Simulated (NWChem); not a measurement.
System: C4H4F2; SMILES C=C/C(F)=C/F

Here is an NWChem input.

```
start job
memory heap 200 mb stack 900 mb global 1100 mb
geometry units angstroms noautoz
  C     -0.048962     2.443828     0.000000
  C     -0.690704     1.268920     0.000000
  C     -0.018229    -0.014511     0.000000
  F      1.313175     0.011227     0.000000
  C     -0.658199    -1.193339     0.000000
  F     -0.012057    -2.347684     0.000000
  H      1.042536     2.489706     0.000000
  H     -0.599632     3.386261     0.000000
  H     -1.784471     1.230868     0.000000
  H     -1.746945    -1.273587     0.000000
end
basis spherical
  * library def2-svp
end
dft
  xc slater vwn_5
  iterations 150
  mulliken
end
task dft energy
```

Structure relaxed at the PBE0/def2-SVP level.

Give the results of this calculation. (LDA (Slater exchange, VWN5)/def2-SVP.) Quantities: energy (Ha); highest occupied level (eV); orbital gap (eV); dipole (D).

The energy (Ha) is -351.50. The highest occupied level (eV) is -5.74 and the orbital gap (eV) comes out as 3.77. The dipole (D) comes out as 1.93.
